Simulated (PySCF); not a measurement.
F₂H₂Sn.
Cartesian coordinates in Å at the PBE0-D3(BJ)/def2-SVP level; atoms count from 1:
```xyz
5
F2H2Sn angstrom
F     -1.3315   -0.9335    0.3644
Sn     0.0428    0.4218    0.3728
F      1.6615   -0.5826    0.0616
H      0.1286    1.0377    1.9551
H     -0.2100    1.4062   -0.9904
```

Theory: PBE0-D3(BJ)/def2-SVP geometry optimisation, gas phase, def2 core potentials past Kr in PySCF.

Masses are those of the commonest isotopes; rigid-rotor values at the optimised geometry. 

What are A, B and C (MHz)?

Ia = 48.24, Ib = 91.63, Ic = 130.88 u·Å²; 505379 MHz·u·Å²/I gives A = 10477, B = 5515, C = 3862 MHz.

What kind of rotor is it?

An asymmetric top. Ray's parameter κ = (2B − A − C)/(A − C) = -0.500; −1 is the prolate and +1 the oblate limit.

Is it planar, by Δ = Ic − Ia − Ib?

Not planar: Δ = Ic − Ia − Ib = -9.00 u·Å². For a rigid frame Δ = −2 Σ m c², so Σ m c² = 4.50 u·Å² lies off the ab plane, practically all of it from hydrogen. The atom farthest from that plane is 1.50 Å away.

Predict some low-J microwave lines.

The dipole components are |μa| = 0.00 D, |μb| = 3.48 D, |μc| = 0.00 D; the symmetry axis of this C2v structure is b, so μa and μc vanish by symmetry and there are no a-type or c-type lines. Some lines, for components of 0.1 D or more:

| type | branch | J(Ka,Kc) | MHz | lower level (cm⁻¹) |
| --- | --- | --- | --- | --- |
| b | R | 5(3,2) ← 4(4,1) | 8876 | 6.226 |
| b | R | 4(2,2) ← 3(3,1) | 12569 | 3.621 |
| b | R | 2(0,2) ← 1(1,1) | 13443 | 0.478 |
| b | Q | 3(2,1) ← 3(1,2) | 14305 | 2.227 |
| b | R | 3(1,2) ← 2(2,1) | 15479 | 1.711 |
| b | R | 2(1,2) ← 1(0,1) | 22061 | 0.313 |
| b | Q | 3(2,2) ← 3(1,3) | 22526 | 1.898 |
| b | R | 3(0,3) ← 2(1,2) | 23168 | 1.049 |
| b | Q | 5(3,2) ← 5(2,3) | 23719 | 5.731 |
| b | Q | 5(1,4) ← 5(0,5) | 24174 | 4.388 |
| b | R | 5(2,3) ← 4(3,2) | 25174 | 4.891 |
| b | Q | 4(3,1) ← 4(2,2) | 25839 | 4.040 |
| b | Q | 4(2,3) ← 4(1,4) | 26137 | 3.019 |
| b | Q | 5(3,3) ← 5(2,4) | 31557 | 5.429 |
| b | R | 4(0,4) ← 3(1,3) | 32394 | 1.898 |
| b | R | 4(1,4) ← 3(0,3) | 35902 | 1.821 |
| b | Q | 4(4,0) ← 4(3,1) | 39700 | 4.902 |
| b | R | 5(0,5) ← 4(1,4) | 41036 | 3.019 |
| b | R | 5(1,5) ← 4(0,4) | 42853 | 2.978 |
| b | R | 4(2,3) ← 3(1,2) | 49884 | 2.227 |
| b | R | 5(3,3) ← 4(2,2) | 73189 | 4.040 |
| b | R | 4(4,0) ← 3(3,1) | 78107 | 3.621 |
| b | R | 5(2,3) ← 4(1,4) | 81306 | 3.019 |
| b | R | 5(4,2) ← 4(3,1) | 87350 | 4.902 |
| b | R | 5(4,1) ← 4(3,2) | 87719 | 4.891 |

Estimate the classical rotational partition function at 25 K, 50 K and 500 K.

Point group C2v, symmetry number σ = 2; q = (√π/σ)·√((kT/h)³/(ABC)), k/h = 20836.6 MHz/K: 705 at 25 K, 2000 at 50 K, 63100 at 500 K.

Whether it is a minimum is left open (no frequencies). These are rigid-rotor constants of the computed structure; measured ground-state constants (B0) also hold zero-point vibration.

Time: 13 s; peak memory 0.29 GiB. Hardware: one thread, Arm Neoverse V2 (aarch64), on a shared host. These figures are those of the optimisation.
